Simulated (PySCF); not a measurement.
# Cu²⁺: excitation energy

Cu²⁺ [Ar] 3d9 (2D) → Cu²⁺ [Ar] 3d8 4s1 (4F), as a difference of total energies. Calculation: PySCF 2.14, in x2c-TZVPPall with one added diffuse shell each of s, p, d, f type (7s6p5d3f1g, 80 functions); scalar relativity by spin-free X2C-1e. Correlated levels: valence: [Ar] frozen. The calculations carry no spin-orbit coupling.

| method | excitation energy (cm⁻¹) |
| --- | --- |
| UHF | 49765 |
| MP2 (valence) | 65680 |
| SCS-MP2 (valence) | 65155 |
| CCSD (valence) | 62094 |
| CCSD(T) (valence) | 62624 |
